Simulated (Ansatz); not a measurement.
Molecule: C$_{2}$H$_{8}$ClSi$_{2}$, charge 0, multiplicity 2. It need not be the lowest isomer of its formula. SMILES: C[SiH](C)[SiH]Cl
Geometry from a B3LYP-D3(BJ)/def2-TZVP (Ansatz, a quantum-chemistry and plane-wave program) optimisation:
```xyz
13

C     -0.0735    -2.3090     0.4357
Si     0.6812    -0.9812    -0.6612
C      2.3147    -0.3750     0.0351
Si    -0.7712     0.8595    -0.8248
Cl    -1.0706     1.6026     1.1084
H      0.6142    -3.1518     0.5418
H     -0.2794    -1.9086     1.4299
H     -1.0099    -2.6834     0.0199
H      0.8676    -1.5032    -2.0412
H      2.7778     0.3610    -0.6236
H      2.1630     0.0920     1.0101
H      3.0116    -1.2064     0.1615
H     -2.1304     0.5641    -1.3610
```
Charge 0, spin multiplicity 2.

Quantity: atomisation energy (electronic, to ground-state atoms); the coupled-cluster value holds the core correlation from cc-pwCVTZ, in eV. Cores are frozen in the correlated levels unless marked. Open shells are spin-unrestricted. Spin-orbit coupling is left out. Non-relativistic. Basis-set limits of correlation are two-point, X^-3; Hartree-Fock from the larger set.

Level to compare with: CCSD(T)/CBS(cc-pV(T+d)Z,cc-pV(Q+d)Z) plus the core term (Ansatz), 46.39 eV. It is a level with limits of its own, and the differences hold the functionals' basis error too.

Rank these functionals by how close they come to CCSD(T)/CBS(cc-pV(T+d)Z,cc-pV(Q+d)Z), closest first: r2SCANh/def2-TZVPD (Ansatz); r2SCAN0/def2-TZVPD (Ansatz); LC-wPBE/def2-TZVPD (Ansatz).

r2SCANh/def2-TZVPD (hybrid meta-GGA, 46.26 eV, difference -0.13), r2SCAN0/def2-TZVPD (hybrid meta-GGA, 46.05 eV, difference -0.34), LC-wPBE/def2-TZVPD (range-separated hybrid, 45.95 eV, difference -0.44)
